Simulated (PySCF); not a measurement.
**TaNF2, singlet: data card**

Computed with PySCF, PBE0, basis Ta def2-TZVP with ECP60, N def2-TZVP, F def2-TZVP (scalar-relativistic core potentials, no spin–orbit coupling, density fitting).

The structure is a minimum.

```xyz
4
charge 0 multiplicity 1, angstrom
Ta   -0.1465    0.0044    0.0000
N     0.0000   -1.6744    0.0000
F     0.6978    0.5963   -1.5857
F     0.6978    0.5963    1.5857
```

```
Point group                                                                   : Cs
Bond lengths                                                                  : Ta–F 1.891 Å (×2), Ta–N 1.685 Å
Bond angles                                                                   : F–Ta–F 113.9°, F–Ta–N 105.8° (×2)
Rotational constants                                                          : 0.2243, 0.1515, 0.1088 cm⁻¹
Lowest empty level                                                            : -3.93 eV
Highest occupied level                                                        : -7.62 eV
Principal quadrupole moments (Buckingham, traceless) about the centre of mass : -7.55, -4.09, 11.64 D Å
Entropy at 298.15 K and 1 bar                                                 : 312.8 J/(mol K)
Heat capacity Cp at 298.15 K                                                  : 64.6 J/(mol K)
Rotational symmetry number                                                    : 1
Principal polarisabilities                                                    : 25.9, 34.8, 51.9 bohr³
Zero-point energy                                                             : 18.4 kJ/mol
Enthalpy at 298.15 K above 0 K                                                : 14.85 kJ/mol
Dipole moment                                                                 : 5.78 D
Atomisation energy without zero-point energy                                  : 1719 kJ/mol
```

Harmonic modes (masses in u: Ta 180.948, N 14.003, F 18.998):
```csv
symmetry,ω (cm⁻¹),IR (km/mol),μ (u)
a',130,29.8,21.29
a',243,15.1,18.41
a'',306,6.9,15.86
a'',654,153,21.79
a',659,82.1,20.24
a',1089,61.6,14.98
```

Charges (e):
```json
{"atom": "Ta1", "Mulliken": "1.30", "Löwdin": "0.86", "polar tensor": "2.00", "Mayer order to Ta1": "–"}
{"atom": "N2", "Mulliken": "-0.48", "Löwdin": "-0.36", "polar tensor": "-0.69", "Mayer order to Ta1": "2.93"}
{"atom": "F3,4", "Mulliken": "-0.41", "Löwdin": "-0.25", "polar tensor": "-0.65", "Mayer order to Ta1": "0.96"}
```

Mulliken populations on Ta1 (electrons outside its core potential): s 2.25, p 6.25, d 3.05, f 0.14.

Outer orbital energies (eV). occupied: -13.05, -12.43, -12.41, -12.18, -11.86, -8.32, -7.72, -7.62; empty: -3.93, -1.99, -1.09, 0.34.

Formally Ta is in oxidation state +5, d0. The polar-tensor charge on Ta, 2.00, is far below the formal one.

Stability towards spin polarisation was not tested. Other isomers or separated fragments may lie lower. No spin–orbit coupling is included, which matters more the heavier the element.

The final relaxation and frequency run took 43 s on 4 threads of a shared Arm Neoverse V1 host, with 133 basis functions and 14 gradients; the process peaked at 1.4 GiB. Launch command: `OMP_NUM_THREADS=4 python axn.py task.json out`.
